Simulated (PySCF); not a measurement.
# Ge (germanium, neutral) across methods

[Ar] 3d10 4s2 4p2, high-spin 3P determinant. Computed with PySCF 2.14 in aug-cc-pVTZ-DK (7s6p4d2f, 59 functions), with the spin-free X2C one-electron Hamiltonian (Gaussian nucleus).

```csv
method,E (hartree),mean ε 4s α (eV),mean ε 4s β (eV),mean ε 4p α (eV),Σ⟨r²⟩ (bohr²),⟨S²⟩
LDA,-2095.427,-12.348,-11.131,-4.411,40.84,2.001
r2SCAN,-2098.700,-12.652,-10.912,-4.694,40.44,2.005
UHF,-2097.05169,-17.489,-13.418,-7.888,41.15,2.011
wB97X-V,-2098.539,-16.289,-14.203,-7.389,40.68,2.003
PBE0,-2098.461,-13.664,-11.702,-5.384,40.69,2.003
M06-2X,-2098.795,-14.652,-11.785,-6.132,40.97,2.005
r2SCAN0,-2098.668,-14.027,-11.825,-5.605,40.39,2.006
PBE,-2098.434,-12.149,-10.781,-4.381,41.02,2.002
MN15,-2100.105,-14.126,-12.389,-5.826,40.86,2.003
```
